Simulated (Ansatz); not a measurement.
Reaction (ligand exchange at a Ga–Cl bond): `[NH2][Ga]([Cl])[Cl]` + H₂S → `[NH2][Ga]([SH])[Cl]` + HCl

Isolated molecules relaxed with PBE0-D4/def2-TZVP in Ansatz; ΔE leaves out vibrations. CBS: MP2 limit from def2 TZ/QZ plus the TZ coupled-cluster correction, frozen cores. This one scheme is used for every species. Functionals use def2-TZVPP. For Ga outer-core shells are correlated without core-valence functions, which leaves a few kJ/mol of doubt a bond. Scalar relativity is left out up to krypton. One conformer a species, not always the lowest.

`[NH2][Ga]([Cl])[Cl]`:

```xyz
6

N    -0.022   -0.699   -0.815
Ga   -0.004    0.462    0.549
Cl    0.613   -0.155    2.486
Cl   -0.626    2.473    0.264
H     0.304   -1.645   -0.731
H    -0.266   -0.436   -1.753
```

H₂S:

Z-matrix (Å, degrees):
```
S
H 1 1.341
H 1 1.341 2 92.3
```

`[NH2][Ga]([SH])[Cl]`:

Cartesian coordinates in Å:
```
N -0.003 1.451 0.482
Ga -0.017 -0.192 -0.249
S 0.385 -2.017 0.886
Cl -0.393 -0.334 -2.352
H -0.282 2.266 -0.036
H 0.058 1.618 1.471
H 0.253 -2.793 -0.202
```

HCl:

```xyz
2

Cl    0.112   -0.466   -0.423
H    -0.112    0.466    0.423
```

**Question.** Is it downhill or uphill in electronic energy at CCSD(T)/CBS, and by how much? (An estimate is asked.)

**Answer.** The calculation gave: Uphill: ΔE = +24.0 kJ/mol.

**Question.** What do these levels give: revPBE-D4, BHLYP-D4, CAM-B3LYP, SCS-MP2/def2-TZVPP, CCSD/def2-TZVPP, MP2/def2-QZVPP? (Estimate.)

**Answer.** The calculation gave: revPBE-D4 20.4, BHLYP-D4 29.7, CAM-B3LYP 29.8, SCS-MP2/def2-TZVPP 27.3, CCSD/def2-TZVPP 27.4, MP2/def2-QZVPP 23.7 kJ/mol.

Largest T1 diagnostic among the species: 0.012.

At CCSD(T), def2-SVP lies +8.5 kJ/mol from the extrapolated value and def2-TZVPP +1.4 kJ/mol. Leaving LDA and LC-ωPBE aside and taking each functional with its dispersion term where it has one, the values spread over 9.3 kJ/mol, from revPBE-D4 to BHLYP-D4. LDA lies −3.3 kJ/mol from PBE without D4.
